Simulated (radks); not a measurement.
Problem. Excited configurations of the rhenium ion Re3+: one electron is placed in a higher orbital outside [Xe] 4f14 5d3. The ground configuration is [Xe] 4f14 5d4. Calculated with a radial shooting solver on a logarithmic mesh with Libxc functionals: Dirac Kohn-Sham, PBE, spin-unpolarised, spherical densities, point nucleus; open shells are shared between the two j in proportion to 2j + 1. Excitation = E - E(ground); binding = E(ion) - E, where the ion is the core of charge +4; n* = 4/sqrt(2 binding) in atomic units, and the quantum defect is n - n*. Eigenvalue and <r> are those of j = l + 1/2.

| outer orbital | excitation (eV) | binding (eV) | n* | quantum defect | eigenvalue (eV) | <r> (bohr) |
|---|---|---|---|---|---|---|
| 5f | 24.490 | 14.843 | 3.830 | 1.170 | -12.128 | 3.884 |
| 6s | 4.170 | 35.163 | 2.488 | 3.512 | -30.837 | 2.485 |
| 6p | 12.394 | 26.939 | 2.843 | 3.157 | -22.799 | 3.034 |
| 6d | 21.969 | 17.364 | 3.541 | 2.459 | -14.935 | 4.167 |
| 7s | 21.742 | 17.591 | 3.518 | 3.482 | -15.669 | 4.787 |
| 7p | 24.700 | 14.633 | 3.857 | 3.143 | -12.797 | 5.599 |
| 7d | 28.658 | 10.675 | 4.516 | 2.484 | -9.371 | 7.184 |
| 7f | 32.531 | 6.802 | 5.657 | 1.343 | -6.002 | 10.75 |

Estimate the row for 6f.

Solution. excitation (eV) 29.539; binding (eV) 9.794; n* 4.715; quantum defect 1.285; eigenvalue (eV) -8.457; <r> (bohr) 6.959. The Delta-SCF ionisation energy is 39.333 eV (NIST Atomic Spectra Database: 39 eV, theoretical). Self-interaction in the functional shifts the binding energies and quantum defects, so they are the method's values and not measured ones. Spin polarisation and multiplet splitting are left out, so open shells lie too high by an amount that depends on their filling. Sharing an open shell by 2j + 1 raises it above the true ground level by a part of the spin-orbit splitting, which enters the differences from NIST.

Beside tabulated values, note that spin-unpolarised runs miss the spin-polarisation part of the exchange energy of open shells.
